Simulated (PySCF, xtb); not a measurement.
CH₃Te, SMILES C[Te], multiplicity 2.

Harmonic wavenumbers (cm⁻¹) from xtb with GFN2-xTB at its own minimum, in rising order: 550, 846, 846, 1299, 1468, 1468, 3068, 3077, 3077.

Question: What does PBE-D3(BJ)/def2-TZVP in PySCF give at its own minimum? (Estimate from the structure and the level; the computed values follow.)

Answer: 417, 515, 743, 1198, 1300, 1407, 2991, 3081, 3088. Paired by order, the mean absolute difference is 110 cm⁻¹ and the zero-point energies are 22.4 and 21.1 kcal/mol.
